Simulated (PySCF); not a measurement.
Compound: C₄H₉FOSi.
SMILES: `C[C@@H]1C[C@H](F)[SiH2]O1`

The closed-shell SCF was solved with PySCF and density fitting under several settings on one GFN2-xTB geometry (grid level 2 and gas phase unless stated).

```tsv
settings	basis functions	SCF cycles	E (Eh)	HOMO (eV)	LUMO (eV)	dipole (D)
PBE0/pcSseg-1	171	14	-621.8874	-7.98	0.29	1.43
PBE0/def2-SVPD	222	14	-621.6201	-8.05	0.04	1.52
```

Q: Estimate the rows for these settings: (1) PBE0/cc-pVDZ, IEF-PCM tetrahydrofuran, start guess atom, energy threshold 1e-08 Eh; (2) LDA/6-31++G**, grid level 1; (3) PBE0/6-31G*.

A: 
| settings | basis functions | SCF cycles | E (Eh) | HOMO (eV) | LUMO (eV) | dipole (D) |
| --- | --- | --- | --- | --- | --- | --- |
| PBE0/cc-pVDZ, IEF-PCM tetrahydrofuran, start guess atom, energy threshold 1e-08 Eh | 147 | 10 | -621.9431 | -7.70 | 0.63 | 1.66 |
| LDA/6-31++G**, grid level 1 | 184 | 11 | -618.6117 | -6.65 | -1.13 | 1.56 |
| PBE0/6-31G* | 120 | 14 | -621.9051 | -7.67 | 0.55 | 1.32 |

Q: Over all rows, what range does the HOMO–LUMO gap span?

A: From 5.52 eV (LDA/6-31++G**, grid level 1) to 8.33 eV (PBE0/cc-pVDZ, IEF-PCM tetrahydrofuran, start guess atom, energy threshold 1e-08 Eh). The functional of the narrowest has no exact exchange, that of the widest 25 % exact exchange.

Q: And the dipole moment?

A: From 1.32 D (PBE0/6-31G*) to 1.66 D (PBE0/cc-pVDZ, IEF-PCM tetrahydrofuran, start guess atom, energy threshold 1e-08 Eh); the largest is 1.26 times the smallest, and the median is 1.52 D.

Q: Compare two rows with the functional PBE0: PBE0/pcSseg-1 and PBE0/def2-SVPD. Which energy is lower, and by how much?

A: PBE0/pcSseg-1 (171 functions) lies 0.2673 Eh or 168 kcal/mol below PBE0/def2-SVPD (222 functions). The smaller set gives the lower energy; the two sets aren't nested, so the variational bound doesn't order them by size.

Cycle counts include a coarse-grid stage where the run had one. All basis functions are spherical, in the Pople sets too. Geometry: GFN2-xTB, one conformer.
